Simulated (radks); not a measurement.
Values are calculated unless marked as measured or tabulated.
Task: Mean orbital radii <r> (bohr) of the vanadium ion V3+, [Ar] 3d2, of relativity; Dirac values are averaged over j with weights 2j + 1. Spin-unpolarised spherical Kohn-Sham, BLYP, point nucleus unless stated (finite: rms radius 3.6002 fm), a radial shooting solver on a logarithmic mesh with Libxc functionals. A level marked "c x" has the speed of light scaled by that factor and shares open shells by 2j + 1; other Dirac levels either fill j = l - 1/2 first or share by 2j + 1.

shell  non-rel.
1s      0.06705
2s       0.3111
2p       0.2751
3s       0.9441
3p       0.9961
3d        1.180

Give the values at the level "Dirac, c x 0.75".

Result: 
shell  Dirac, c x 0.75  change of magnitude (%)
1s             0.06595                    -1.63
2s              0.3058                    -1.70
2p              0.2732                    -0.70
3s              0.9314                    -1.35
3p              0.9920                    -0.40
3d               1.189                    +0.74
